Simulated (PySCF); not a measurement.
# Working out the ionisation energy of Cu²⁺

Cu²⁺ [Ar] 3d9 (2D) → Cu³⁺ [Ar] 3d8 (3F). All numbers are calculated (PySCF 2.14, no relativity, point nucleus, in def2-TZVP (6s4p4d1f, 45 functions)). Frozen: [Ar]. Energies in hartree (1 hartree = 27.21139 eV):

```
             part  Cu²⁺ (lower)  Cu³⁺ (upper)
              UHF  -1638.045859  -1636.784514
MP2 opposite-spin     -0.162795     -0.107274
    MP2 same-spin     -0.095291     -0.066359
```

Problem. What does Hartree-Fock give?

Solution. (-1636.784514) − (-1638.045859) = 1.261345 hartree = 34.323 eV.

Problem. What do MP2 and SCS-MP2 (6/5 opposite-spin, 1/3 same-spin) give?

Solution. The opposite-spin parts differ by 1.511 eV and the same-spin parts by 0.787 eV. MP2: 34.323 + (1.511) + (0.787) = 36.621 eV. SCS-MP2: 34.323 + 1.2 × (1.511) + (0.787)/3 = 36.399 eV.

Reference: 36.841 ± 0.012 eV (measured; NIST Atomic Spectra Database, ionization energies), between the lowest levels; spin-orbit coupling is absent from the calculation.

The calculation is non-relativistic.

What remains against the reference includes basis incompleteness, the frozen core and correlation beyond second order.
